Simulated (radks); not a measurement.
Lu, 71 electrons, occupied as [Xe] 4f14 5d1 6s1.5 6p0.5 (fractional occupations, a model configuration).

Calculated with a radial shooting solver on a logarithmic mesh with Libxc functionals: Dirac Kohn-Sham, PBE, spin-unpolarised, spherical densities, finite nucleus; open shells fill j = l - 1/2 first; Fermi nuclear charge, rms radius 5.37 fm.

Energy parts (Ry):
| part | energy |
|---|---|
| total | -29158.2983 |
| kinetic | 32491.8793 |
| electron-nucleus | -72500.3057 |
| Hartree | 11454.2989 |
| exchange-correlation | -604.1708 |

Orbitals (lengths in bohr, moments of r in powers of bohr):
| orbital | occ. | eigenvalue (Ry) | <r> |
|---|---|---|---|
| 1s1/2 | 2 | -4641.004 | 0.01932 |
| 2s1/2 | 2 | -789.5812 | 0.08125 |
| 2p1/2 | 2 | -753.7429 | 0.06740 |
| 2p3/2 | 4 | -671.6097 | 0.07502 |
| 3s1/2 | 2 | -178.9568 | 0.2122 |
| 3p1/2 | 2 | -163.0763 | 0.2020 |
| 3p3/2 | 4 | -145.5577 | 0.2162 |
| 3d3/2 | 4 | -118.5619 | 0.1898 |
| 3d5/2 | 6 | -114.7371 | 0.1942 |
| 4s1/2 | 2 | -35.65098 | 0.4779 |
| 4p1/2 | 2 | -29.17987 | 0.4850 |
| 4p3/2 | 4 | -25.19438 | 0.5176 |
| 4d3/2 | 4 | -14.54716 | 0.5409 |
| 4d5/2 | 6 | -13.81951 | 0.5524 |
| 5s1/2 | 2 | -4.51150 | 1.172 |
| 5p1/2 | 2 | -2.72500 | 1.316 |
| 5p3/2 | 4 | -2.21987 | 1.430 |
| 4f5/2 | 6 | -0.80275 | 0.7162 |
| 4f7/2 | 8 | -0.69086 | 0.7325 |
| 6s1/2 | 1.5 | -0.36578 | 3.621 |
| 5d3/2 | 1 | -0.17253 | 2.764 |
| 5d5/2 | 0 | -0.14837 | 2.929 |
| 6p1/2 | 0.5 | -0.13548 | 4.972 |
| 6p3/2 | 0 | -0.11056 | 5.436 |

The highest occupied level is 6p1/2 at -1.843 eV. The configuration is held as typed, so some empty levels lie below it. Summed over all electrons, <r^2> = 79.42 bohr^2, which gives a Langevin (diamagnetic) susceptibility term of -62.9 x 10^-6 cm^3/mol.
